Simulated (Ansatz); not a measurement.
Start from `[CH3][Y]([OH])[F]` and change one atom or group to get `[OH][Y]([F])[F]`.

Ansatz, PBE0-D4/def2-TZVP geometries, multiplicity 1. Each molecule was computed in one conformer, which needn't be the lowest.

Elements past krypton have def2 core potentials.

```tsv
property	`[CH3][Y]([OH])[F]`
HOMO energy (B3LYP/def2-TZVPP) / eV	-6.36
LUMO energy (PBE0/def2-TZVPP) / eV	-1.81
LUMO energy (B3LYP/def2-TZVPP) / eV	-2.18
HOMO energy (ωB97M-V/def2-TZVPP) / eV	-8.84
ideal-gas entropy at 298 K and 1 bar (rigid rotor, harmonic PBE0-D4/def2-TZVP) / J/(mol·K)	376
zero-point energy (PBE0-D4/def2-TZVP) / kJ/mol	123.6
```

Task: What does the change do to each property? (An estimate is asked.)

Result: Computed: 
| property | `[OH][Y]([F])[F]` | shift |
| --- | --- | --- |
| HOMO energy (B3LYP/def2-TZVPP) / eV | -8.58 | -2.22 |
| LUMO energy (PBE0/def2-TZVPP) / eV | -2.00 | -0.19 |
| LUMO energy (B3LYP/def2-TZVPP) / eV | -2.38 | -0.20 |
| HOMO energy (ωB97M-V/def2-TZVPP) / eV | -11.34 | -2.50 |
| ideal-gas entropy at 298 K and 1 bar (rigid rotor, harmonic PBE0-D4/def2-TZVP) / J/(mol·K) | 336 | -40 |
| zero-point energy (PBE0-D4/def2-TZVP) / kJ/mol | 40.8 | -82.8 |

With PBE0 the HOMO falls by 2.25 eV and the LUMO falls by 0.19 eV, so the gap widens by about 2.06 eV. PBE moves the HOMO by -1.80 eV and ωB97M-V by -2.50 eV. The zero-point energy changes by -82.8 kJ/mol with -9 modes. Modes under 60 cm⁻¹, often nearly free rotors, make the harmonic entropy too high.

B3LYP here is the variant with VWN-RPA as its local correlation; programs differ in this.
